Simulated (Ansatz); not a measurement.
Steps of a relaxation of `CC#[N+][Al-]([Cl])([Cl])[Cl]` with RKS PBE-D4/def2-SVP.

```sh
$ ansatz run in.yaml --threads 4 --pin off --events-out ev --progress --plain --max-ram 11315MiB
```

```yaml
crystal:
  periodic: [false, false, false]
  atoms:
    - {symbol: C, position_ang: [0.210700, -1.475600, 1.821700]}
    - {symbol: C, position_ang: [0.051100, -0.532500, 0.662000]}
    - {symbol: N, position_ang: [-0.063000, 0.184700, -0.258300]}
    - {symbol: Al, position_ang: [-0.093200, 1.343800, -1.711900]}
    - {symbol: Cl, position_ang: [1.854900, 1.760600, -2.510700]}
    - {symbol: Cl, position_ang: [-1.135100, 3.232700, -1.076100]}
    - {symbol: Cl, position_ang: [-1.355100, 0.375000, -3.281900]}
    - {symbol: H, position_ang: [0.432100, -2.438700, 1.447600]}
    - {symbol: H, position_ang: [0.977200, -1.063100, 2.522900]}
    - {symbol: H, position_ang: [-0.796400, -1.438200, 2.387800]}
basis:
  gaussian: {orbitals: def2-SVP}
hamiltonian: {xc: pbe, dispersion: d4}
relax: {f_tol: 0.03, max_steps: 200}
```

Positions (Å) and forces (eV/Å) along the path, 6 of 6 steps:

```xyz
10
step=1 energy=-47743.5773 eV
C     0.211   -1.476    1.822   -1.842    3.336    0.244
C     0.051   -0.532    0.662    0.231   -0.481    0.456
N    -0.063    0.185   -0.258    0.289   -1.248    1.697
Al   -0.093    1.344   -1.712   -1.390    2.053   -2.459
Cl    1.855    1.761   -2.511   -0.133   -0.294    0.474
Cl   -1.135    3.233   -1.076    0.678   -1.265   -0.017
Cl   -1.355    0.375   -3.282    0.677    0.216    1.066
H     0.432   -2.439    1.448    0.426   -1.749   -0.476
H     0.977   -1.063    2.523   -0.040   -0.255   -0.334
H    -0.796   -1.438    2.388    1.105   -0.312   -0.651
10
step=2 energy=-47744.0788 eV
C     0.186   -1.403    1.765   -0.652    1.217   -0.170
C     0.047   -0.490    0.622    0.049   -0.476    0.454
N    -0.067    0.218   -0.295    0.213   -0.562    0.781
Al   -0.135    1.388   -1.784   -0.551    0.945   -1.105
Cl    1.906    1.677   -2.375   -0.240   -0.115    0.167
Cl   -1.105    3.134   -0.922    0.290   -0.535   -0.199
Cl   -1.356    0.244   -3.171    0.345    0.273    0.411
H     0.420   -2.405    1.396    0.158   -0.467   -0.058
H     0.976   -1.009    2.440    0.009   -0.169   -0.075
H    -0.787   -1.406    2.326    0.379   -0.110   -0.207
10
step=3 energy=-47744.1524 eV
C     0.165   -1.371    1.756    0.032   -0.265    0.173
C     0.086   -0.514    0.604    0.152   -1.490    2.200
N     0.016    0.191   -0.290   -0.195    1.699   -2.263
Al   -0.161    1.424   -1.829   -0.007    0.104   -0.142
Cl    1.884    1.706   -2.362   -0.086   -0.012    0.023
Cl   -1.133    3.077   -0.891    0.042   -0.101   -0.057
Cl   -1.335    0.241   -3.164    0.060    0.076    0.091
H     0.348   -2.412    1.428    0.004   -0.082    0.025
H     0.993   -1.057    2.421    0.052    0.051   -0.024
H    -0.781   -1.336    2.330   -0.055    0.019   -0.026
10
step=4 energy=-47744.0953 eV rejected
C     0.177   -1.417    1.795    0.007   -0.009    0.073
C     0.073   -0.534    0.683   -0.334    2.739   -3.554
N    -0.016    0.205   -0.254    0.238   -1.941    2.489
Al   -0.166    1.458   -1.861    0.026   -0.152    0.187
Cl    1.882    1.716   -2.375   -0.028   -0.032    0.040
Cl   -1.137    3.141   -0.997    0.012   -0.052    0.025
Cl   -1.331    0.267   -3.184    0.016   -0.006    0.045
H     0.358   -2.434    1.421    0.065   -0.361    0.050
H     1.015   -1.078    2.421    0.197   -0.067    0.328
H    -0.769   -1.375    2.353   -0.201   -0.119    0.319
10
step=5 energy=-47744.1906 eV
C     0.171   -1.390    1.770    0.002    0.012   -0.039
C     0.076   -0.509    0.626   -0.013    0.102   -0.071
N    -0.004    0.210   -0.287    0.014   -0.118    0.118
Al   -0.161    1.441   -1.846    0.003    0.000   -0.001
Cl    1.884    1.701   -2.362    0.016    0.002   -0.002
Cl   -1.135    3.095   -0.935   -0.010    0.023    0.009
Cl   -1.333    0.256   -3.165   -0.013   -0.014   -0.018
H     0.358   -2.428    1.431    0.001   -0.008    0.000
H     1.003   -1.066    2.426    0.004    0.001    0.002
H    -0.776   -1.361    2.345   -0.004    0.000    0.003
10
step=6 energy=-47744.1909 eV
C     0.172   -1.390    1.769   -0.001    0.002    0.000
C     0.072   -0.503    0.631    0.000    0.001   -0.002
N    -0.010    0.211   -0.284   -0.001   -0.002    0.005
Al   -0.163    1.440   -1.846    0.000    0.000    0.000
Cl    1.886    1.697   -2.354    0.000    0.000    0.001
Cl   -1.137    3.101   -0.942    0.000    0.001   -0.001
Cl   -1.331    0.253   -3.168    0.000    0.000   -0.001
H     0.355   -2.427    1.424    0.000   -0.002   -0.002
H     1.009   -1.071    2.422    0.002    0.000    0.000
H    -0.771   -1.363    2.351   -0.001    0.000    0.001
```

Run time 12 s (4 threads of an Arm Neoverse V2 on a shared host); peak host memory 0.19 GiB.
